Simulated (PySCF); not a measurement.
All values below come from PySCF 2.14.0 with B3LYP-D3(BJ)/def2-TZVP. Isolated molecules, 0 K electronic values unless said otherwise. B3LYP has the VWN-RPA correlation part, as in Gaussian. 

Reference species (SMILES): `N#CC(C)C` (neutral, multiplicity 1).

```yaml
dipole_moment: 4.13 D
HOMO: -9.00 eV
```

Changed species: `CCC#N` (X = ethyl; the reference has X = isopropyl).

Task: Predict the effect on the dipole moment and HOMO.

Result: the dipole moment is nearly the same; the HOMO decreases by 0.09 eV, to -9.09 eV.
